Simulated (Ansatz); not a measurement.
Ansatz results at the PBE0-D4/def2-TZVP geometry: HOMO–LUMO gap (PBE/def2-TZVPP) 5.54 eV; LUMO energy (PBE/def2-TZVPP) -1.04 eV; size of the dipole moment (B3LYP/def2-TZVPP) 0.48 D.

Each molecule was computed in one conformer, which needn't be the lowest.

(1) Which molecule gave them?
A. `CC(=O)N[SiH2]Cl`
B. `N[SiH](C=O)CCl`
C. `C[CH]1[CH2][AlH]1`
D. `N=C(O)C[SiH2]Cl`

## Answers

(1) D. The others give `CC(=O)N[SiH2]Cl`: 5.30, -1.14, 3.29; `N[SiH](C=O)CCl`: 2.81, -2.77, 2.30; `C[CH]1[CH2][AlH]1`: 2.58, -2.06, 0.81.

B3LYP here is the variant with VWN-RPA as its local correlation; programs differ in this.
